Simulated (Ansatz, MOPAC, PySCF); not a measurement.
Noncovalent pair: N2 (SMILES N#N) (first 2 atoms) with C2H6O (SMILES CCO); geometry from B3LYP-D3(BJ)/def2-TZVP.
(charge 0, multiplicity 1):
```csv
atom,x (Å),y (Å),z (Å)
N,1.1442,0.9875,-0.1931
N,0.7713,0.2465,0.5147
C,-1.3607,0.4816,3.7213
C,0.0943,0.1189,3.9700
O,0.4454,-1.1523,3.4350
H,-1.6059,1.4389,4.1877
H,-2.0207,-0.2840,4.1317
H,-1.5649,0.5695,2.6510
H,0.7536,0.9008,3.5712
H,0.2898,0.0472,5.0409
H,0.3446,-1.1134,2.4778
```

Interaction energies are E(AB) − E(A) − E(B) at the monomers' geometry in the complex; basis-set methods are counterpoise corrected. Rows marked so take none.

Rows in 3-21G carry no dispersion term and start afresh at each structure. The state that AM1 reach isn't checked.

Run with Ansatz (a first-principles code); MOPAC for AM1 (differences of heats of formation); PySCF for 3-21G rows, the dispersion terms. Each number belongs to the level named beside it.

Q: One of these levels gives -0.77 kcal/mol for the interaction energy. Which?
A. BLYP-D4/def2-TZVPPD
B. AM1
C. PBE-D3(BJ)/def2-TZVPPD
D. HF/3-21G (no counterpoise)

A: A, BLYP-D4/def2-TZVPPD. The others give 0.57 (AM1), -2.17 (HF/3-21G (no counterpoise)), -1.57 (PBE-D3(BJ)/def2-TZVPPD)
